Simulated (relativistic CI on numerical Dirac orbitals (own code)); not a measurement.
## Zn29+: computed level list

Calculated at this level of theory: Dirac equation for one electron, model QED (radiative potential, 1s self-energy scaled to tabulated hydrogen-like ionisation energies) (own radial code, finite nucleus).

CI space: 1s, 2s, 2p, 3s, 3p, 3d, 4s, 4p, 4d, 4f, 5s, 5p, 5d, 5f, 5g, 6s, 6p, 6d. Levels of other configurations are missing.

The lowest level is 1s ²S1/2, with 100 % of that term; Hund's rules for 1s give ²S with J = 1/2, in agreement.

| No. | Configuration | Term | J | E (10³ cm⁻¹) | % | Landé g | Lifetime (s) |
| --- | --- | --- | --- | --- | --- | --- | --- |
| 1 | 1s | ²S | 1/2 | 0.0 | 100 | 1.970 |  |
| 2 | 2p | ²P° | 1/2 | 74853.5 | 100 | 0.658 | 1.96e-15 |
| 3 | 2s | ²S | 1/2 | 74861.0 | 100 | 1.994 |  |
| 4 | 2p | ²P° | 3/2 | 75159.1 | 100 | 1.328 | 1.99e-15 |
| 5 | 3p | ²P° | 1/2 | 88815.4 | 100 | 0.662 | 6.52e-15 |
| 6 | 3s | ²S | 1/2 | 88817.6 | 100 | 1.999 | 1.78e-13 |
| 7 | 3d | ²D | 3/2 | 88905.9 | 100 | 0.797 | 1.86e-14 |
| 8 | 3p | ²P° | 3/2 | 88906.0 | 100 | 1.331 | 6.54e-15 |
| 9 | 3d | ²D | 5/2 | 88935.4 | 100 | 1.198 | 1.90e-14 |
| 10 | 4p | ²P° | 1/2 | 93689.6 | 100 | 0.664 | 1.53e-14 |
| 11 | 4s | ²S | 1/2 | 93690.5 | 100 | 2.000 | 2.56e-13 |
| 12 | 4d | ²D | 3/2 | 93727.7 | 100 | 0.798 | 4.33e-14 |
| 13 | 4p | ²P° | 3/2 | 93727.8 | 100 | 1.333 | 1.52e-14 |
| 14 | 4f | ²F° | 5/2 | 93740.1 | 100 | 0.855 | 8.86e-14 |
| 15 | 4d | ²D | 5/2 | 93740.2 | 100 | 1.199 | 4.42e-14 |
| 16 | 4f | ²F° | 7/2 | 93746.3 | 100 | 1.142 | 8.92e-14 |
| 17 | 5p | ²P° | 1/2 | 95940.3 | 100 | 0.665 | 2.97e-14 |
| 18 | 5s | ²S | 1/2 | 95940.8 | 100 | 2.001 | 4.01e-13 |
| 19 | 5d | ²D | 3/2 | 95959.8 | 100 | 0.799 | 8.33e-14 |
| 20 | 5p | ²P° | 3/2 | 95959.8 | 100 | 1.333 | 2.95e-14 |
| 21 | 5f | ²F° | 5/2 | 95966.1 | 100 | 0.856 | 1.71e-13 |
| 22 | 5d | ²D | 5/2 | 95966.2 | 100 | 1.199 | 8.50e-14 |
| 23 | 5g | ²G | 7/2 | 95969.3 | 100 | 0.888 | 2.89e-13 |
| 24 | 5f | ²F° | 7/2 | 95969.3 | 100 | 1.142 | 1.72e-13 |
| 25 | 5g | ²G | 9/2 | 95971.2 | 100 | 1.110 | 2.89e-13 |
| 26 | 6p | ²P° | 1/2 | 97160.7 | 100 | 0.665 | 5.10e-14 |
| 27 | 6s | ²S | 1/2 | 97161.0 | 100 | 2.001 | 6.10e-13 |
| 28 | 6d | ²D | 3/2 | 97171.9 | 100 | 0.799 | 1.42e-13 |
| 29 | 6p | ²P° | 3/2 | 97172.0 | 100 | 1.333 | 5.07e-14 |
| 30 | 6d | ²D | 5/2 | 97175.6 | 100 | 1.200 | 1.45e-13 |

Energies count from the lowest computed level; ° marks odd parity; lifetimes are radiative, by E1, M1, E2, M2 decay to levels of this space only; some are left blank where a channel outside the calculation adds to the decay or the decay crosses a small, uncertain gap.
